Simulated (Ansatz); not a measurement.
Be4Se5, relaxed as a singlet with RKS PBE0-D4/def2-SVP in Ansatz, starting from the GFN2-xTB geometry. Force threshold 0.02 eV/Å.

Another isomer (singlet) lies 0.99 eV lower at PBE0-D4/def2-TZVP; other spin states weren't run for this one.

Start:

Cartesian coordinates in Å:
```
Be -0.699 0.143 -1.800
Be -0.564 -1.854 -0.094
Be 0.995 0.131 2.312
Be 0.823 2.345 0.433
Se -2.213 -1.306 -1.349
Se 1.523 2.060 2.284
Se -0.093 -1.878 -2.185
Se 0.235 -1.617 1.739
Se -0.007 1.976 -1.339
```

(1) Estimate the energy that the relaxation releases and the steps that it takes.

(2) Does the start keep its bonding and symmetry?

(3) Predict the relaxed structure.

Results:

(1) 119.0 kJ/mol, in 14 steps; 39 s on 2 threads of AMD EPYC 7R13 on a shared host and a share (18 GiB) of an NVIDIA H100 80GB HBM3. The force fell under the threshold at step 13, but the optimiser went on. No frequencies were taken in this run, so the end may be a saddle point.

(2) By distances, no bond broke or formed. The bond that changes most is Se5–Se7, from 2.35 to 2.46 Å (atoms count from 1). The end is the same structure that another start reached. Point group C2v at the start, Cs at the end, both within 0.05 Å.

(3) 
```xyz
9

Be   -0.738    0.399   -1.477
Be   -0.601   -1.576    0.211
Be    0.848   -0.139    1.833
Be    0.707    1.895    0.093
Se   -1.654   -1.575   -1.707
Se    2.223    1.263    1.296
Se    0.761   -1.203   -1.468
Se   -0.640   -1.448    2.249
Se   -0.906    2.384   -1.030
```
Bond lengths (bridged metal pairs left out): 10 × Be–Se 2.03 to 2.19 Å; 1 × Se–Se 2.46 Å.
